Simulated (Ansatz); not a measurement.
```yaml
crystal:
  periodic: [false, false, false]
  atoms:
    - {symbol: Sb, position_ang: [0.793306, 1.395029, 0.824644]}
    - {symbol: H, position_ang: [2.229077, 1.488561, -0.256011]}
    - {symbol: H, position_ang: [-0.009231, 2.688455, -0.135047]}
    - {symbol: C, position_ang: [-0.163877, -0.272324, -0.348193]}
    - {symbol: C, position_ang: [-0.726096, -1.380515, 0.286054]}
    - {symbol: H, position_ang: [-0.182174, -0.195525, -1.486892]}
    - {symbol: H, position_ang: [-0.728758, -1.496056, 1.421421]}
    - {symbol: H, position_ang: [-1.212247, -2.227603, -0.305974]}
basis:
  gaussian: {orbitals: def2-mTZVP}
hamiltonian: {xc: {name: r2SCANh}, dispersion: d3bj, pseudopotentials: {relativity: scalar}}
scf: {omitted_lower_state_checks: [starts]}
output: {forces: true}
```

```sh
$ ansatz run in.yaml --threads 4 --pin off --events-out ev --progress --plain --max-ram 3916MiB
```

It prints (some lines left out):

```
Warning: the engine holds no damping parameters fitted to this dispersion correction and functional, so the run takes those fitted to r2scanh beside the three-body term, which d3bj leaves out (hamiltonian.dispersion, under Limitations)
Functional definition: r2SCANh
946 factors; integrals over basis functions are off by at most 1.2e-3 eV
mean field evaluation 1: about -8687.2140 eV, gradient 4.7e1 eV
mean field evaluation 2: about -8672.8129 eV, gradient 7.9e1 eV
mean field evaluation 4: about -8693.0671 eV, gradient 6.9e0 eV
mean field evaluation 8: about -8693.2355 eV, gradient 4.2e-1 eV
mean field evaluation 16: about -8693.2360 eV, gradient 4.9e-5 eV
mean field -8693.23596632 eV, -319.4705292752 hartree, gradient 4.9e-5 eV, S^2 0.000000; 0 other end points of the search recorded, 0 dependent functions left out
reference -8693.23597847 eV, -319.4705297217 hartree; 20, 20 occupied and 69, 69 virtual orbitals, 946 factors
Total energy: -8693.28150821 eV, -319.4722029090 hartree
Relativity: scalar
Atom 0 at     0.793306     1.395029     0.824644 Å, force    -0.204808    -0.220314    -1.602270 eV/Å
Atom 1 at     2.229077     1.488561    -0.256011 Å, force    -0.777160    -0.061270     0.536109 eV/Å
Atom 2 at    -0.009231     2.688455    -0.135047 Å, force     0.421535    -0.703711     0.471175 eV/Å
Atom 3 at    -0.163877    -0.272324    -0.348193 Å, force    -0.937489    -1.801313     0.579637 eV/Å
Atom 4 at    -0.726096    -1.380515     0.286054 Å, force     0.740866     1.456623    -0.797058 eV/Å
Atom 5 at    -0.182174    -0.195525    -1.486892 Å, force     0.004926    -0.152619     1.664427 eV/Å
Atom 6 at    -0.728758    -1.496056     1.421421 Å, force     0.024479     0.209979    -1.689096 eV/Å
Atom 7 at    -1.212247    -2.227603    -0.305974 Å, force     0.727652     1.272625     0.837076 eV/Å
Dipole moment:    -0.048170    -0.095490     0.056179 e Å
Checks for a lower state left out: starts
```

It took 4.9 s on 4 threads of Intel Xeon on a shared host.

In the def2 sets Sb takes a core potential; there is no spin–orbit coupling.
